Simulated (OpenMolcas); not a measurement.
Pt6+ among 6 point charges of -1.7 e arranged as an octahedron (Oh).

```yaml
Program: OpenMolcas
Method: CASSCF
Basis: ANO-RCC-VTZP [8s7p5d3f1g]
Scalar_Hamiltonian: DKH2, point nucleus
Active_space: 4 electrons in 5 orbitals (5d)
State_averaging: 2S+1 = 5 even, 5 roots; 2S+1 = 3 even, 45 roots; 2S+1 = 1 even, 50 roots
Spin-orbit_coupling: RASSI with atomic mean-field integrals over the reference wave functions
```

All point charges move together. At R = 1.98 Å |10Dq| is 5691 cm-1, and at R = 2.33 Å it is 2556 cm-1.

Task: A third run gives 4162 cm-1. What distance was it run at?

Result: With a power law R^-n the two known points give n = -ln(2556 / 5691) / ln(2.33 / 1.98) = 4.92. Then R = 1.98 × (5691 / 4162)^(1/4.92) = 2.110 Å. The run was at 2.11 Å, so the estimate is off by 0 Å.

Without dynamic correlation the repulsion within the d shell is too large (B by tens of per cent), so at a given field states of lower spin stand too high. Point charges give a weaker field than real ligands, and real ions of this kind are as a rule low spin; the high spin found here belongs to the model. Spin-orbit coupling mixes the spin-free states strongly: the lowest level takes only 33 % from its leading state, 5E (figures for R = 1.98; the like holds for R = 2.11, R = 2.33). This field is weak: 10Dq is about 5691 cm-1, while octahedral complexes of 5d ions of charge 3 and more, computed by the same method with explicit ligands, had a median near 35000 cm-1. Ground spin and moment need not be those of a real site (figures for R = 1.98; the like holds for R = 2.11, R = 2.33). The ground term spreads over less than 5000 cm-1, several times less than with real ligands, so orbital moments are less quenched and χT lies further from the spin-only value than at real sites (holds for R = 2.11; R = 2.33). Point charges carry no covalency, so the field is a model and not that of real ligands. A group larger than the point group allows holds several states that coincide in this model. No measured value stands beside these numbers.
